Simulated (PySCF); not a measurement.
SnH₄, SMILES [SnH4].

Geometry: PBE0-D3(BJ)/def2-TZVPD. The isomer is the one that the SMILES or the coordinates give; other isomers of the formula were not compared. The def2 effective core potentials stand for the cores of Sn; spin–orbit coupling is left out.

All values below come from PBE/def2-TZVPD (PySCF).

Symmetry labels are those of the subgroup D2 that the program uses (full group Td).

Question: List the valence orbital energies around the gap with their symmetry. (Estimate from the structure and the level; the computed values follow.)

Answer: 
```csv
orbital,symmetry,energy (eV)
HOMO−7,B2,-25.47
HOMO−6,B3,-25.47
HOMO−5,A,-25.35
HOMO−4,A,-25.35
HOMO−3,A,-12.97
HOMO−2,B3,-7.94
HOMO−1,B1,-7.94
HOMO,B2,-7.94
LUMO,A,-0.82
LUMO+1,B1,-0.16
LUMO+2,B2,-0.16
LUMO+3,B3,-0.16
```
